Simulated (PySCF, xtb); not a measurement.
C2H7Si, SMILES C[SiH]C, multiplicity 2.

Harmonic wavenumbers (cm⁻¹) from GFN2-xTB run with xtb at its own minimum, in rising order: 109, 123, 179, 461, 596, 693, 764, 797, 836, 844, 854, 1366, 1371, 1486, 1490, 1491, 1496, 2212, 2985, 2989, 3033, 3037, 3043, 3045.

Task: What does PySCF with r2SCAN-D4/def2-SVP give at its own minimum? (The exact figures need the calculation; the answer reports its results.)

Result: 143, 157, 198, 490, 598, 645, 675, 731, 848, 857, 892, 1242, 1250, 1420, 1422, 1428, 1435, 2171, 3021, 3021, 3120, 3120, 3146, 3146. Paired by order, the mean absolute difference is 57 cm⁻¹ and the zero-point energies are 50.5 and 50.3 kcal/mol.
